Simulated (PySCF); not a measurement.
# Computed properties of CdS, SMILES [S]=[Cd]

CdS, SMILES [S]=[Cd]. Geometry: r2SCAN-D4/def2-TZVPD. The def2 effective core potentials stand for the cores of Cd; spin–orbit coupling is left out. The values are those of a single conformer. All values are computed for the isolated molecule unless a solvent is named; none is compared with measurement here.

**Structure.** The optimised structure has C∞v symmetry. All 1 harmonic modes at r2SCAN-D4/def2-TZVPD (PySCF) are real, so it is a minimum.

**Vibrations.** The strongest infrared lines (harmonic, unscaled, degenerate partners summed) lie at 394 cm⁻¹ (6 km/mol, S 78 %, Cd 22 %). The softest mode is at 394 cm⁻¹ and the zero-point energy is 0.6 kcal/mol.

**Electronic structure.** M06-2X/def2-TZVPD (PySCF) places the frontier levels at -7.38 and -3.54 eV, a gap of 3.84 eV, and gives a dipole moment of 6.24 D and a mean polarisability of 66.8 bohr³.

**Excitations.** TDDFT-B3LYP/def2-TZVPD (PySCF) has S1 at 0.61 eV (2030 nm, f = 0.002, weak); the most intense of the 10 singlets computed lies at 5.82 eV (f = 0.81). Strengths of degenerate partners are summed. T1 (TDA) is at 0.15 eV.
